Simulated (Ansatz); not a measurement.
Changing the shape of GeF, doublet

Program: Ansatz, Gaussian basis, development build. Basis cc-pVTZ, nonrelativistic, no frozen core; active space CAS(7,6). Restricted Hartree–Fock, then the lowest state-specific CASSCF solution met for each case. Single-reference values can break down or jump between states where bonds are stretched. Unlike active orbitals can shift such differences by tenths of an eV, at times by over 1 eV.

Case A: bond length 2.0067 Å.

Case B: bond length 1.7450 Å.

Case C: bond length 2.2685 Å. A bond is stretched, to 1.28 times the sum of the covalent radii.

Energy less that of case A, in eV:

```csv
case,RHF/ROHF,CASSCF
B,-0.653,-0.553
C,+1.057,+1.007
```

What does SC-NEVPT2 give for these differences?

B: -0.584 eV (-13.5 kcal/mol); C: +1.019 eV (23.5 kcal/mol).

Which case is lowest, and do the methods agree?

B is lowest in SC-NEVPT2. Of the methods shown, RHF/ROHF, CASSCF agree.
